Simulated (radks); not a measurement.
Q: The neon ion Ne3+, [He] 2s2 2p3. Calculated with a radial shooting solver on a logarithmic mesh with Libxc functionals: non-relativistic Kohn-Sham, PBE, spin-polarised, spherical densities, point nucleus. Every spin shell is full or empty, so the densities are truly spherical. Functionals are evaluated on that one density, not self-consistently. Rank these exchange functionals by their error against the exact value of the orbitals, and give that value: LDA, B88, RPBE, PW86, OPTX, AM05, SOGGA, B86b, G96, revTPSS, r2SCAN, Tao-Mo.

A: Exact: -10.4797 hartree. From best to worst, with 100 (|E| - |E exact|)/|E exact| (equal figures are ties): Tao-Mo +0.07, OPTX -0.08, RPBE +0.10, G96 -0.11, r2SCAN -0.13, B86b -0.16, B88 -0.21, revTPSS -0.23, PW86 +0.41, SOGGA -4.48, AM05 -8.40, LDA -10.15.
